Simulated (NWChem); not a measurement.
Everything below was run with NWChem. System: C2H5F, charge 0, spin multiplicity 1, at a geometry optimised with PBE0/def2-SVP. Level: MP2/cc-pVDZ, 3 core orbitals frozen, spin-restricted.

Output (cleaned and shortened):

```
             Northwest Computational Chemistry Package (NWChem) 7.3.0
             --------------------------------------------------------

                                NWChem Input Module
                                -------------------

 Scaling coordinates for geometry "geometry" by  1.889725989
 (inverse scale =  0.529177249)

                             Geometry "geometry" -> ""
                             -------------------------

 Output coordinates in angstroms (scale by  1.889725989 to convert to a.u.)

  No.       Tag          Charge          X              Y              Z
 ---- ---------------- ---------- -------------- -------------- --------------
    1 C                    6.0000    -1.17710000     0.26680900     0.00000000
    2 C                    6.0000     0.31876800     0.44777400     0.00000000
    3 F                    9.0000     0.94822200    -0.77385300     0.00000000
    4 H                    1.0000    -1.68349300     1.24402900     0.00000000
    5 H                    1.0000    -1.50166900    -0.29065500    -0.89119900
    6 H                    1.0000    -1.50166900    -0.29065500     0.89119900
    7 H                    1.0000     0.65141200     1.00722900     0.89223900
    8 H                    1.0000     0.65141200     1.00722900    -0.89223900

 Effective nuclear repulsion energy (a.u.)      79.3992749377

            Nuclear Dipole moment (a.u.)
            ----------------------------
        X                 Y               Z
 ---------------- ---------------- ----------------
    -0.0000018897    -0.0000037795     0.0000000000


 Summary of "ao basis" -> "" (spherical)
 ------------------------------------------------------------------------------
       Tag                 Description            Shells   Functions and Types
 ---------------- ------------------------------  ------  ---------------------
 *                          cc-pvdz                   on all atoms

 Summary of "ao basis" -> "ao basis" (spherical)
 ------------------------------------------------------------------------------
       Tag                 Description            Shells   Functions and Types
 ---------------- ------------------------------  ------  ---------------------
 C                          cc-pvdz                  6       14   3s2p1d
 F                          cc-pvdz                  6       14   3s2p1d
 H                          cc-pvdz                  3        5   2s1p
[...]
    1 C    6     6.11   2.00  0.65  0.42  2.04  0.93  0.06
    2 C    6     5.73   2.00  0.67  0.36  1.92  0.63  0.14
    3 F    9     9.35   2.00  0.89  1.03  3.33  2.10  0.01
    4 H    1     0.97   0.75  0.19  0.03
    5 H    1     0.95   0.75  0.17  0.03
    6 H    1     0.95   0.75  0.17  0.03
    7 H    1     0.97   0.77  0.18  0.03
    8 H    1     0.97   0.77  0.18  0.03

       Multipole analysis of the density wrt the origin
       ------------------------------------------------

     L   x y z        total         open         nuclear
     -   - - -        -----         ----         -------
     0   0 0 0     -0.000000      0.000000     26.000000

     1   1 0 0     -0.425705      0.000000     -0.000002
     1   0 1 0      0.672475      0.000000     -0.000004
     1   0 0 1     -0.000000      0.000000      0.000000

     2   2 0 0    -14.741152      0.000000     90.019506
     2   1 1 0      1.054379      0.000000    -26.929917
     2   1 0 1     -0.000000      0.000000      0.000000
     2   0 2 0    -14.253884      0.000000     38.443783
     2   0 1 1     -0.000000      0.000000      0.000000
     2   0 0 2    -13.478184      0.000000     11.358313

                   NWChem MP2 Semi-direct Energy/Gradient Module
                   ---------------------------------------------

  Basis functions       =     67
  Molecular orbitals    =     67
  Frozen core           =      3
  Frozen virtuals       =      0
  Active alpha occupied =     10
  Active beta occupied  =     10
  Active alpha virtual  =     54
  Active beta virtual   =     54
  Use MO symmetry       = F
  Use skeleton AO sym   = F

  AO/Fock/Back tols     =   1.0D-09  1.0D-09  1.0D-09

 GA uses MA = F    GA memory limited = T

 Available:
  local mem=  1.26D+08
 global mem=  1.44D+08
 local disk=  0.00D+00
  mp2_memr nvloc                    54
  nvloc new                    54
   1 passes of  10:        3145728                      22927                   4190160.
   1 passes of  10: M    126153639           G      144170222           F     123007911.

 Semi-direct pass number   1 of   1  for RHF alpha+beta  at        1.7s
  vrange nnbf                  2278
  mp2_eaftype                    15  avail_ma_in_mb                  1099
 EAF : mp2_eaftype filesize          15    2095080.
  mp2_eaf for mointskh                     15
Node 0 wrote      9.8 Mb in      0.0 s     Agg I/O rate:  1850.9 Mb/s
 Done moints_semi at        3.8s
  mp2_eaftype                    15  avail_ma_in_mb                  1084
 EAF : mp2_eaftype filesize          15    2095080.
  mp2_eaf for kh                    15
 Done maket at        3.9s
 Done multipass loop at        3.9s

          -------------------------------------------
          SCF energy                -178.089553364965
          Correlation energy          -0.475821942621
          Singlet pairs               -0.305888751715
          Triplet pairs               -0.169933190906
          Total MP2 energy          -178.565375307586
          -------------------------------------------

          ---------------------------------------------------
                    Spin Component Scaled (SCS) MP2
          Same spin pairs                     -0.113288793937
          Same spin scaling factor             0.333333333333
          Opposite spin pairs                 -0.362533148684
          Opposite spin scaling fact.          1.200000000000
          SCS-MP2 correlation energy          -0.472802709733
          Total SCS-MP2 energy              -178.562356074697
          ---------------------------------------------------

 -----------------------
 Performance information
 -----------------------

 Timer overhead =  2.26D-07 seconds/call

               Nr. of calls         CPU time (s)                 Wall time (s)                GFlops
             ---------------    -------------------     ------------------------------   -------------------
Name         Min   Avg   Max    Min     Avg     Max     Min     Avg     Max   Mx/calls   Min     Max     Sum
mp2: moin     1     1     1    2.1     2.1     2.1      2.1     2.1     2.1     2.1      0.0     0.0     0.0
mp2: make     1     1     1   0.11    0.11    0.11     0.11    0.11    0.11    0.11      0.0     0.0     0.0
mp2: tota     1     1     1    2.2     2.2     2.2      2.2     2.2     2.2     2.2      0.0     0.0     0.0

 The average no. of pstat calls per process was 3.00D+00
 with a timing overhead of 6.77D-07s

 Task  times  cpu:        3.8s     wall:        3.8s

 Total times  cpu:        3.9s     wall:        3.9s
```

Task: Write an NWChem input that would produce this output.

Result: One answer among several that fit: 
```
start mol
memory heap 200 mb stack 900 mb global 1100 mb
geometry units angstroms nocenter noautoz noautosym
  C     -1.177100     0.266809     0.000000
  C      0.318768     0.447774     0.000000
  F      0.948222    -0.773853     0.000000
  H     -1.683493     1.244029     0.000000
  H     -1.501669    -0.290655    -0.891199
  H     -1.501669    -0.290655     0.891199
  H      0.651412     1.007229     0.892239
  H      0.651412     1.007229    -0.892239
end
basis spherical
  * library cc-pvdz
end
scf
  rhf
  nopen 0
  maxiter 100
  thresh 1e-7
  semidirect memsize 60000000 filesize 0
end
mp2
  freeze core 3
end
task mp2 energy
```
